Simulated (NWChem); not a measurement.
System: C4H7N; SMILES CCCC#N

NWChem input:

```
start job
memory heap 200 mb stack 900 mb global 1100 mb
geometry units angstroms noautoz
  C     -0.000597     2.291040     0.000000
  C     -0.525171     0.865087     0.000000
  C      0.607032    -0.166498     0.000000
  C      0.133116    -1.545606     0.000000
  N     -0.260937    -2.633868     0.000000
  H     -0.827536     3.016139     0.000000
  H      0.618460     2.492963     0.888638
  H      0.618460     2.492963    -0.888638
  H     -1.165006     0.693602    -0.880740
  H     -1.165006     0.693602     0.880740
  H      1.254215    -0.027447     0.882620
  H      1.254215    -0.027447    -0.882620
end
basis spherical
  * library sto-3g
end
dft
  xc b3lyp
  iterations 150
  mulliken
end
task dft energy
```

All runs use the structure optimised with PBE0/def2-SVP.

Q: What results follow from this input? (B3LYP/STO-3G.) Quantities: basis functions; energy (Ha); highest occupied level (eV); orbital gap (eV); dipole (D).

A: 
```yaml
number_of_basis_functions: 32
energy (Ha): -208.76
highest occupied level (eV): -7.36
orbital gap (eV): 11.28
dipole (D): 3.21
```
